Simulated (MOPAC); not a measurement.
MOPAC input (PM7):

```
PM7 FORCE THERMO(298,298) PRECISE LET GEO-OK AUX(PRECISION=9) THREADS=1
C4H12Si

C     0.59553161 1   -1.56525839 1   -0.26405732 1
C    -0.19176486 1   -0.27056350 1    0.04473643 1
C    -1.42808374 1   -0.23340850 1   -0.88348183 1
C    -0.69577783 1   -0.35759455 1    1.50414600 1
Si    0.89480440 1    1.26246209 1   -0.20878149 1
H     0.94375085 1   -1.62497923 1   -1.30361384 1
H     1.46369077 1   -1.71315014 1    0.39162214 1
H    -0.04919045 1   -2.44388689 1   -0.11202042 1
H    -1.17064317 1   -0.23337044 1   -1.95083820 1
H    -2.04671404 1   -1.12918843 1   -0.72346271 1
H    -2.08747221 1    0.62408096 1   -0.69539510 1
H    -1.32384983 1   -1.25176518 1    1.63340472 1
H     0.11445681 1   -0.45129051 1    2.23917161 1
H    -1.32231698 1    0.49433492 1    1.79936854 1
H     2.04391412 1    1.19391452 1    0.67720894 1
H     1.34928164 1    1.31170699 1   -1.58760671 1
H     0.12441438 1    2.45724237 1    0.08964175 1
```

From the output:

```
     H   17   0.002056   0.001666   0.178449   0.178559   3.109298

          HEAT OF FORMATION =     -17.373340 KCALS/MOLE

          ZERO POINT ENERGY      85.348 KCAL/MOL

           NORMAL COORDINATE ANALYSIS (Total motion = 1 Angstrom)

   Root No.       1         2         3         4         5         6         7         8

                 1 A2      2 A2      1 E       1 E       2 E       2 E       1 A1      3 E

                 120.3     172.9     203.2     203.2     248.3     248.3     374.6     403.6

           1    0.0000   -0.0000    0.0014    0.0044   -0.0229    0.0089   -0.0049   -0.0102
           2    0.0074   -0.0063   -0.0089    0.0001    0.0376    0.0095   -0.0234    0.0395
           3   -0.0046    0.0039    0.0039   -0.0054    0.0427   -0.0314   -0.0377   -0.0272
           4    0.0000   -0.0000    0.0014    0.0044   -0.0234    0.0090   -0.0071   -0.0102
           5   -0.0000   -0.0000   -0.0038    0.0021    0.0034    0.0233    0.0097   -0.0380
           6    0.0000    0.0000    0.0030    0.0007   -0.0127   -0.0104    0.0156    0.0190
           7    0.0071   -0.0060    0.0066    0.0048   -0.0174   -0.0258    0.0238   -0.0271
           8   -0.0023    0.0019   -0.0055    0.0020    0.0016    0.0340   -0.0025   -0.0325
           9    0.0046   -0.0039    0.0011    0.0065   -0.0216    0.0486   -0.0377    0.0003
          10   -0.0071    0.0060   -0.0028    0.0076    0.0043    0.0309    0.0238    0.0402
          11   -0.0052    0.0043   -0.0000    0.0060   -0.0339   -0.0076   -0.0327    0.0038
          12    0.0000   -0.0000    0.0064    0.0015   -0.0406   -0.0331   -0.0190    0.0215
          13   -0.0000    0.0000   -0.0029   -0.0095    0.0236   -0.0091   -0.0197    0.0008
          14    0.0000    0.0000    0.0082   -0.0045   -0.0035   -0.0235    0.0271    0.0028
          15   -0.0000   -0.0000   -0.0064   -0.0015    0.0128    0.0105    0.0436   -0.0014
          16    0.0073    0.0016   -0.0101    0.0102   -0.0399    0.0172    0.0138    0.0542
          17    0.0458    0.0723   -0.1421    0.0398    0.0318   -0.0276   -0.0334    0.0594
          18    0.0137    0.0479   -0.0663    0.0142    0.0489   -0.0576   -0.0546   -0.0502
          19   -0.0073   -0.0016    0.0142    0.0029   -0.0411    0.0141    0.0138   -0.0738
          20    0.0080   -0.0109   -0.0058   -0.0021    0.0482    0.0092   -0.0341    0.0686
          21   -0.0472   -0.0861    0.1541   -0.0509    0.0707    0.0035   -0.0541   -0.0354
          22   -0.0000   -0.0000   -0.0005   -0.0015    0.0223   -0.0086   -0.0512   -0.0099
          23   -0.0258   -0.0854    0.1160   -0.0385    0.0595    0.0409   -0.0327    0.0736
          24    0.0160    0.0530   -0.0744    0.0160    0.0484   -0.0585   -0.0526   -0.0484
          25    0.0459    0.0693    0.1057    0.0970    0.0166   -0.0221    0.0275   -0.0382
          26   -0.0072   -0.0207   -0.0294   -0.0171   -0.0142    0.0522   -0.0234   -0.0459
          27   -0.0137   -0.0479   -0.0531   -0.0416   -0.0457    0.0602   -0.0546   -0.0048
          28   -0.0245   -0.0813   -0.0822   -0.0813   -0.0485   -0.0550    0.0468   -0.0358
          29    0.0079    0.0262    0.0277    0.0250    0.0196   -0.0072    0.0387   -0.0284
          30   -0.0160   -0.0530   -0.0595   -0.0468   -0.0466    0.0599   -0.0526   -0.0053
          31    0.0054   -0.0108    0.0015   -0.0005   -0.0196   -0.0300    0.0283   -0.0295
          32   -0.0094    0.0019   -0.0152   -0.0036    0.0009    0.0553   -0.0236   -0.0115
          33    0.0472    0.0861    0.1153    0.1128    0.0181    0.0689   -0.0541   -0.0006
          34    0.0245    0.0813    0.0225   -0.1126    0.0006    0.0735    0.0468    0.0635
          35    0.0179    0.0592    0.0247   -0.0800   -0.0753   -0.0082   -0.0643    0.0211
          36   -0.0000   -0.0000    0.0022    0.0005   -0.0157   -0.0128    0.0113    0.0206
          37   -0.0459   -0.0693   -0.0331    0.1385    0.0270    0.0052    0.0275    0.0685
          38    0.0091    0.0338    0.0120   -0.0436   -0.0462    0.0005   -0.0386    0.0007
          39    0.0125    0.0398    0.0224   -0.0554   -0.0733   -0.0323   -0.0451    0.0628
          40   -0.0054    0.0108   -0.0016    0.0004    0.0054    0.0356    0.0283    0.0462
          41   -0.0464   -0.0763   -0.0336    0.1456   -0.0130   -0.0383   -0.0380    0.0310
          42   -0.0125   -0.0398   -0.0048    0.0594   -0.0467   -0.0655   -0.0451   -0.0229
          43    0.1596   -0.0420   -0.0011   -0.0178    0.0450   -0.0396   -0.0185    0.0299
          44   -0.0515    0.0136    0.0074   -0.0017   -0.0106   -0.0123    0.0264   -0.0078
          45    0.1041   -0.0274   -0.0171    0.0057    0.0146    0.0687    0.0414   -0.0654
          46   -0.1596    0.0420   -0.0091   -0.0153    0.0598   -0.0010   -0.0185   -0.0095
          47   -0.1162    0.0306    0.0188   -0.0053   -0.0314   -0.0618    0.0254    0.0500
          48    0.0000   -0.0000    0.0014    0.0003   -0.0152   -0.0124    0.0421    0.0266
          49    0.0000   -0.0000   -0.0028   -0.0092    0.0224   -0.0087   -0.0195    0.0005
          50    0.1677   -0.0441    0.0103   -0.0133    0.0233   -0.0525    0.0257    0.0353
          51   -0.1041    0.0274   -0.0128   -0.0126    0.0698   -0.0000    0.0414   -0.0000

   Root No.       9        10        11        12        13        14        15        16

                 3 E       4 E       4 E       2 A1      3 A1      5 E       5 E       4 A1

                 403.6     618.2     618.2     647.9     837.6     858.7     858.7     913.5

           1    0.0394   -0.0056    0.0266   -0.0430    0.0152   -0.0026   -0.0017    0.0495
           2    0.0151    0.0034   -0.0011   -0.0005    0.0012   -0.0001   -0.0007    0.0075
           3    0.0008   -0.0013   -0.0032   -0.0008    0.0019   -0.0008   -0.0001    0.0121
           4    0.0395   -0.0026    0.0125   -0.0309   -0.0030    0.0015    0.0010   -0.0168
           5   -0.0013   -0.0120    0.0001    0.0424    0.0041   -0.0006    0.0016    0.0231
           6    0.0187    0.0062    0.0056    0.0683    0.0067    0.0010   -0.0005    0.0372
           7   -0.0340   -0.0072   -0.0007    0.0137   -0.0058   -0.0004   -0.0014   -0.0223
           8    0.0224   -0.0250    0.0091    0.0408   -0.0141    0.0003   -0.0028   -0.0448
           9   -0.0272   -0.0034   -0.0009   -0.0008    0.0019   -0.0003    0.0007    0.0121
          10   -0.0166    0.0069    0.0023    0.0137   -0.0058   -0.0014    0.0002   -0.0223
          11   -0.0371   -0.0054   -0.0077   -0.0188    0.0080    0.0015   -0.0012    0.0307
          12    0.0211    0.0187    0.0167    0.0362   -0.0118   -0.0019    0.0010   -0.0348
          13   -0.0029    0.0061   -0.0287    0.0162    0.0087   -0.0137   -0.0090   -0.0005
          14    0.0001    0.0275   -0.0003   -0.0223   -0.0120    0.0053   -0.0144    0.0007
          15   -0.0014   -0.0143   -0.0128   -0.0359   -0.0193   -0.0095    0.0049    0.0011
          16    0.0545    0.0080    0.0305    0.0021    0.0183   -0.0056   -0.0030    0.0793
          17    0.0211    0.0094    0.0004   -0.0236   -0.0009    0.0029    0.0025   -0.0087
          18   -0.0039   -0.0049   -0.0060   -0.0366   -0.0019    0.0031    0.0026   -0.0194
          19    0.0214   -0.0197    0.0247    0.0021    0.0183   -0.0050   -0.0040    0.0793
          20    0.0233    0.0101   -0.0017   -0.0223   -0.0013    0.0017    0.0009   -0.0135
          21    0.0001   -0.0048   -0.0046   -0.0374   -0.0016    0.0047    0.0023   -0.0164
          22    0.0382   -0.0025    0.0118   -0.1299    0.0025    0.0046    0.0030   -0.0470
          23    0.0240    0.0098   -0.0022   -0.0199   -0.0008    0.0018    0.0001   -0.0105
          24   -0.0044   -0.0042   -0.0078   -0.0321   -0.0013    0.0018    0.0019   -0.0170
          25   -0.0725   -0.0110   -0.0102    0.0218   -0.0048    0.0006    0.0017   -0.0160
          26   -0.0326   -0.0294   -0.0015   -0.0093   -0.0177    0.0008   -0.0072   -0.0781
          27   -0.0501   -0.0065   -0.0042   -0.0366   -0.0019   -0.0003   -0.0041   -0.0194
          28   -0.0664   -0.0024   -0.0083    0.0588    0.0000   -0.0011    0.0032    0.0245
          29    0.0325   -0.0113    0.0066    0.1175   -0.0026    0.0000    0.0048    0.0415
          30   -0.0483   -0.0083   -0.0033   -0.0321   -0.0013   -0.0005   -0.0026   -0.0170
          31   -0.0421   -0.0064   -0.0029    0.0206   -0.0044   -0.0004   -0.0001   -0.0115
          32    0.0916   -0.0217    0.0242   -0.0089   -0.0178   -0.0002   -0.0067   -0.0796
          33   -0.0354   -0.0051   -0.0042   -0.0374   -0.0016    0.0010   -0.0052   -0.0164
          34   -0.0408    0.0056   -0.0067    0.0588    0.0000    0.0024   -0.0023    0.0245
          35   -0.0543    0.0046   -0.0044   -0.0808   -0.0000   -0.0042    0.0014   -0.0336
          36    0.0202    0.0108    0.0096    0.0911   -0.0029    0.0028   -0.0014    0.0297
          37   -0.0449    0.0142   -0.0049    0.0218   -0.0048    0.0018   -0.0001   -0.0160
          38   -0.0345   -0.0053   -0.0057   -0.0287    0.0062   -0.0006   -0.0004    0.0173
          39   -0.0240    0.0281    0.0088   -0.0245   -0.0167   -0.0072    0.0039   -0.0786
          40   -0.0225    0.0070   -0.0001    0.0206   -0.0044   -0.0003   -0.0003   -0.0115
          41   -0.0655    0.0013   -0.0153   -0.0296    0.0065   -0.0011    0.0015    0.0206
          42    0.0632    0.0118    0.0268   -0.0245   -0.0167   -0.0074    0.0036   -0.0786
          43   -0.0343   -0.1237    0.1378    0.0054   -0.1328    0.3433   -0.0682    0.0251
          44    0.0106    0.0729   -0.0552   -0.0166    0.0473   -0.1107    0.0201   -0.0091
          45    0.0012    0.2937   -0.0317   -0.0165    0.2270    0.2133    0.1575   -0.0430
          46   -0.0445    0.0572    0.1757    0.0054   -0.1328    0.0773    0.3451    0.0251
          47    0.0235   -0.2096   -0.0962   -0.0075    0.1825    0.2168    0.1687   -0.0345
          48    0.0261   -0.1532   -0.1366   -0.0222    0.1431    0.0776   -0.0399   -0.0272
          49   -0.0018    0.0068   -0.0321    0.0141   -0.0042   -0.0015   -0.0010    0.0010
          50   -0.0315   -0.1330    0.1545   -0.0103    0.1410   -0.2694    0.2528   -0.0267
          51   -0.0654    0.0000    0.2937   -0.0165    0.2270   -0.0000   -0.2671   -0.0430

   Root No.      17        18        19        20        21        22        23        24

                 6 E       6 E       3 A2      7 E       7 E       8 E       8 E       5 A1

                 966.0     966.0    1006.4    1045.0    1045.0    1202.5    1202.5    1220.1

           1   -0.0062    0.0471    0.0000   -0.0096   -0.0027    0.0016   -0.0460    0.0134
           2    0.0256   -0.0044    0.0221   -0.0141   -0.0169   -0.0305   -0.0041   -0.0141
           3   -0.0136   -0.0145   -0.0137   -0.0302   -0.0004    0.0192   -0.0041   -0.0228
           4    0.0058   -0.0440    0.0000    0.0099    0.0028   -0.0031    0.0888   -0.0246
           5    0.0408   -0.0036    0.0000    0.0045   -0.0084    0.0774    0.0209    0.0338
           6   -0.0227   -0.0177   -0.0000    0.0017    0.0065   -0.0495    0.0272    0.0545
           7   -0.0156   -0.0193    0.0210   -0.0062    0.0227    0.0016   -0.0346    0.0093
           8   -0.0407    0.0253   -0.0068   -0.0055   -0.0000   -0.0401   -0.0145   -0.0171
           9   -0.0174   -0.0096    0.0137    0.0263   -0.0148    0.0140   -0.0142   -0.0228
          10    0.0200   -0.0145   -0.0210    0.0065   -0.0226    0.0008   -0.0346    0.0093
          11    0.0028   -0.0198   -0.0153    0.0153    0.0249   -0.0299   -0.0085   -0.0128
          12    0.0378    0.0295    0.0000    0.0023    0.0092    0.0310   -0.0170   -0.0254
          13   -0.0002    0.0015   -0.0000   -0.0002   -0.0001    0.0000   -0.0011    0.0017
          14   -0.0014    0.0001   -0.0000   -0.0001    0.0002   -0.0009   -0.0002   -0.0024
          15    0.0008    0.0006    0.0000   -0.0000   -0.0002    0.0006   -0.0003   -0.0039
          16   -0.1246   -0.0284   -0.1185   -0.1087    0.0328    0.1300    0.0072   -0.0573
          17   -0.0347    0.0136   -0.0358    0.0278    0.0205    0.0448    0.0231    0.0376
          18    0.0206    0.0304    0.0240    0.0545    0.0015   -0.0214    0.0001    0.0466
          19    0.1276    0.0057    0.1185   -0.0757   -0.0846   -0.1302   -0.0025   -0.0573
          20   -0.0382    0.0115   -0.0374    0.0271    0.0256    0.0397   -0.0072    0.0251
```
